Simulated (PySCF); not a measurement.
Compound: [Co(CN)6]3-, C6CoN6 (charge -3 and singlet state).
Cartesian coordinates in Å at the PBE0-D3(BJ)/def2-SVP level; atoms count from 1:
```
atom  x, y, z in Å
Co1   -0.0001    0.0001    0.0000
C2    -0.0088   -0.0042    1.9251
N3    -0.0142   -0.0067    3.0955
C4     0.0093    0.0039   -1.9251
N5     0.0150    0.0064   -3.0956
C6     1.9249    0.0096    0.0093
N7     3.0954    0.0155    0.0150
C8    -1.9252   -0.0095   -0.0086
N9    -3.0957   -0.0154   -0.0138
C10   -0.0098    1.9251    0.0039
N11   -0.0157    3.0956    0.0060
C12    0.0094   -1.9250   -0.0044
N13    0.0153   -3.0955   -0.0071
```

Computed at PBE0/pcSseg-1 (pcSseg-2 on Co) (PySCF, non-relativistic), with Q(14N) = 0.02044 b: N3, 14N (I = 1): χzz = -3.703 MHz, η = 0.000.

Problem. Where would the pure quadrupole (NQR) lines of 14N at N3 fall for the rigid, isolated species?

Solution. From ν± = (3/4)|χ|(1 ± η/3) and ν0 = |χ|η/2: ν+ 2.777 MHz, ν− 2.777 MHz (nitrogen bonded to C).

In a crystal, neighbours and librations shift these lines. Whether so highly charged an anion holds all its electrons in the gas phase wasn't checked; a finite basis holds them in any case. The ion is multiply charged and computed without counter-ions or solvent. The pcSseg-1 basis has no diffuse functions, a weakness for an anion. The HOMO energy is positive at this level (+3.07 eV), so the outermost electrons may be held by the finite basis alone. The small basis limits the accuracy of the gradients.

The run behind these numbers computed NMR shieldings as well. Cost: about 70 s of CPU time on one thread; the machine was shared, so the figure is rough.
The closed-shell solution of the metal species wasn't tested for stability.
